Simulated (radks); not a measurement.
Values are calculated unless marked as measured or tabulated.
All-electron atom: Sn4- in [Xe].

Level of theory: scalar-relativistic Kohn-Sham, LDA (Slater exchange, Perdew-Wang correlation), spin-unpolarised, spherical densities, point nucleus; Watson sphere of charge +4 and radius 5.81 bohr (a radial shooting solver on a logarithmic mesh with Libxc functionals).

Energy parts (eV; the electron-nucleus part includes the sphere):
part                       energy
total                 -168928.783
kinetic                175305.854
electron-nucleus      -408351.732
Hartree                 68470.590
exchange-correlation    -4353.495

Orbitals (lengths in bohr, moments of r in powers of bohr; r(max) is where P^2 peaks):
| orbital | occ. | eigenvalue (eV) | r(max) | <r> |
|---|---|---|---|---|
| 1s | 2 | -28977.27 | 0.01879 | 0.02908 |
| 2s | 2 | -4373.001 | 0.1062 | 0.1256 |
| 2p | 6 | -3927.753 | 0.08496 | 0.1096 |
| 3s | 2 | -841.0159 | 0.3079 | 0.3399 |
| 3p | 6 | -695.5053 | 0.3012 | 0.3381 |
| 3d | 10 | -470.8142 | 0.2508 | 0.3148 |
| 4s | 2 | -130.7625 | 0.7449 | 0.8182 |
| 4p | 6 | -86.6628 | 0.7875 | 0.8857 |
| 4d | 10 | -22.9954 | 0.8865 | 1.102 |
| 5s | 2 | -8.4690 | 2.033 | 2.586 |
| 5p | 6 | -3.1585 | 3.330 | 4.705 |

The highest occupied level is 5p at -3.158 eV. The density falls to 0.001 e/bohr^3 at r = 6.88 bohr. Summed over all electrons, <r^2> = 197.0 bohr^2, which gives a Langevin (diamagnetic) susceptibility term of -156 x 10^-6 cm^3/mol.
